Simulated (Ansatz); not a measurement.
Input file for Ansatz (an electronic-structure program): R-PBE0/def2-TZVPPD on ClH5OSi (a complex), monomers drawn apart or pushed together. Files ending in .json are basis or fitting sets from the Basis Set Exchange.

Ansatz 0.2 input:
```yaml
crystal:
  periodic: [false, false, false]
  atoms:
    - {symbol: O, position_ang: [0.09649005, -0.38124144, 0.07613971]}
    - {symbol: H, position_ang: [0.78542324, -0.95395377, -0.27665189]}
    - {symbol: H, position_ang: [0.56608962, 0.32634946, 0.53390192]}
    - {symbol: Si, position_ang: [-0.43232637, -0.90308853, 3.68867044]}
    - {symbol: Cl, position_ang: [0.95096866, 0.65268356, 3.60851234]}
    - {symbol: H, position_ang: [-0.69496300, -1.14652117, 5.12205739]}
    - {symbol: H, position_ang: [0.16959710, -2.09911153, 3.07563715]}
    - {symbol: H, position_ang: [-1.66257735, -0.48007136, 3.00249602]}
basis:
  gaussian:
    orbitals: def2-TZVPPD.json
hamiltonian:
  xc: {name: PBE0}
scf: {lower_state_search: off}
```

Output:

```
WARN ansatz: RAYON_NUM_THREADS=2 ignored (pool sized by the plan → 2); use --threads N
Functional definition: PBE0
these checks for a lower state are left out or cut short: stability, starts, cluster_reference, orbital_swaps, neighbouring_geometries, increment
integrals: 0.14 GiB planned
1135 factors; their error is unknown
mean field: 1.20 GiB planned
mean field evaluation 1: about -22517.6399 eV, gradient 5.1e1 eV
mean field evaluation 2: about -22510.5837 eV, gradient 8.0e1 eV
mean field evaluation 4: about -22521.8693 eV, gradient 1.6e0 eV
mean field evaluation 8: about -22521.8744 eV, gradient 6.0e-2 eV
mean field evaluation 16: about -22521.9310 eV, gradient 1.7e-5 eV
mean field -22521.93100426 eV, -827.6656984936 hartree, gradient 4.8e-6 eV, S^2 0.000000; 0 other end points of the search recorded, 0 dependent functions left out
reference -22521.93105268 eV, -827.6657002728 hartree; 22, 22 occupied and 202, 202 virtual orbitals, 1135 factors
Total energy: -22521.93105268 eV, -827.6657002728 hartree
Checks for a lower state left out: stability, starts, cluster_reference, orbital_swaps, neighbouring_geometries, increment
```

Self-consistency was reached.

Cost: very roughly 1.8 core-seconds.
